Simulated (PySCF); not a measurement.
# Energy of Ti (titanium, neutral) between two integer charges

The 4s beta orbital of [Ar] 3d2 4s2 is emptied in steps (occupation f), with all orbitals relaxed, ending at [Ar] 3d2 4s1. All numbers are calculated (PySCF 2.14, the non-relativistic Hamiltonian (point nucleus), in def2-TZVPPD (6s6p4d2f1g, 67 functions)). The exact energy is a straight line in f; departures are measured from the line between the end points of the same method.

```csv
f,CAM-B3LYP (eV)
1,0.000
0.75,-0.205
0.5,-0.283
0.25,-0.222
0,0.000
```

**Question.** For CAM-B3LYP, how does the orbital energy at f = 1 compare with the removal energy?

**Answer.** −ε = 5.704 eV against a total-energy difference of 6.770 eV. By Janak's theorem ε = ∂E/∂f, so the gap between them reflects the curvature. Along the path −ε is 6.199 (f = 0.75), 6.728 (f = 0.5), 7.314 (f = 0.25) eV.

Reference removal energy between the ground levels: 6.828 eV (measured; NIST Atomic Spectra Database, ionization energies). The calculation has no spin-orbit coupling.
